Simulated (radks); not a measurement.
Spherical quantum dot in the effective-mass picture: electrons in a parabolic well V = omega^2 r^2 / 2 with omega = 0.244, with a point charge +2 (a donor) at the centre, all in effective atomic units (hartree* = m*/eps^2 hartree, bohr* = eps/m* bohr), one dielectric constant everywhere. Calculated with a radial shooting solver with Libxc functionals: non-relativistic Kohn-Sham, LDA (Slater exchange, Perdew-Wang correlation), spin-polarised, spherical densities. Levels are named by radial order and angular momentum (1s, 1p, 1d, 2s, ...), and open shells are averaged over m. Each electron was tried in the lowest free levels, single moves between levels near the top were tried too, and the lowest total energy was kept; such a search can miss a lower state. At N = 1 the Hartree and exchange-correlation terms need not cancel, so that row can carry a self-interaction error.

N,open shells,2S,E (hartree*),mu = E(N) - E(N-1) (hartree*),addition energy mu(N+1) - mu(N) (hartree*),e(HOMO) (hartree*),rms radius (bohr*)
1,"1s(up 1, down 0)",1,-1.91848,-1.9185,1.074,-1.4804,0.8752
2,none,0,-2.76251,-0.84404,1.400,-0.50320,1.071
3,"2s(up 1, down 0)",1,-2.20637,0.55615,0.2416,0.66519,2.091
4,"1p(up 1, down 0) 2s(up 1, down 0)",2,-1.40858,0.79778,0.2462,0.92261,2.475
5,"1p(up 2, down 0) 2s(up 1, down 0)",3,-0.364570,1.0440,0.2347,1.1634,2.765
6,"1p(up 3, down 0) 2s(up 1, down 0)",4,0.914157,1.2787,0.2585,1.3921,3.008
7,"1p(up 3, down 0)",3,2.45141,1.5373,0.2236,1.6316,3.252
8,"1p(up 3, down 1)",2,4.21224,1.7608,0.1922,1.8575,3.447
9,"1p(up 3, down 2)",1,6.16527,1.9530,0.1880,2.0478,3.623
10,none,0,8.30627,2.1410,0.3183,2.2333,3.785
11,"1d(up 1, down 0)",1,10.7655,2.4593,0.1648,2.5421,3.968
12,"1d(up 2, down 0)",2,13.3896,2.6241,0.1623,2.7056,4.132
13,"1d(up 3, down 0)",3,16.1759,2.7863,0.1596,2.8666,4.281
14,"1d(up 4, down 0)",4,19.1219,2.9460,0.1570,3.0249,4.418
15,"1d(up 5, down 0)",5,22.2248,3.1029,0.1871,3.1805,4.546
16,"1d(up 5, down 1)",4,25.5148,3.2901,0.1479,3.3643,4.668
17,"1d(up 5, down 2)",3,28.9528,3.4380,0.1463,3.5114,4.784
18,"1d(up 5, down 3)",2,32.5370,3.5842,0.1445,3.6568,4.893
19,"1d(up 5, down 4)",1,36.2658,3.7288,0.1427,3.8004,4.996
20,none,0,40.1373,3.8715,0.2475,3.9422,5.095
21,"1f(up 1, down 0)",1,44.2563,4.1190,0.1340,4.1862,5.201
22,"1f(up 2, down 0)",2,48.5093,4.2530,0.1327,4.3195,5.301
23,"1f(up 3, down 0)",3,52.8950,4.3857,0.1314,4.4516,5.396
24,"1f(up 4, down 0)",4,57.4120,4.5170,0.1301,4.5823,5.487
25,"1f(up 5, down 0)",5,62.0591,4.6471,0.1288,4.7118,5.575
26,"1f(up 6, down 0)",6,66.8351,4.7760,0.1276,4.8399,5.659
27,"1f(up 7, down 0)",7,71.7386,4.9035,0.1347,4.9669,5.740
28,"1f(up 7, down 0) 3s(up 1, down 0)",8,76.7768,5.0382,0.1438,5.1012,5.822
29,"1f(up 7, down 1) 3s(up 1, down 0)",7,81.9589,5.1821,0.1221,5.2433,5.899
30,"1f(up 7, down 2) 3s(up 1, down 0)",6,87.2631,5.3042,0.1212,5.3649,5.974
31,"1f(up 7, down 3) 3s(up 1, down 0)",5,92.6884,5.4253,0.1203,5.4856,6.046
32,"1f(up 7, down 4) 3s(up 1, down 0)",4,98.2341,5.5456,0.1184,5.6055,6.117
33,"1f(up 7, down 4)",3,103.898,5.6641,0.1183,5.7240,6.187
34,"1f(up 7, down 5)",2,109.681,5.7824,0.1176,5.8414,6.254
35,"1f(up 7, down 6)",1,115.581,5.9000,0.1167,5.9585,6.319
36,none,0,121.597,6.0167,0.1329,6.0747,6.383
37,"2p(up 1, down 0)",1,127.747,6.1496,0.1180,6.2087,6.446
38,"2p(up 2, down 0)",2,134.014,6.2676,-,6.3265,6.507

All shells are closed at N = 2, 10, 20, 36 (there: 1s2 1p6 1d10 2s2 1f14 3s2); the second difference of the energy has clear peaks (12 % above both neighbours; the first and last values, which can be the largest, are not judged, and half-filled shells can peak too) at N = 2, 10, 15, 20, 36.
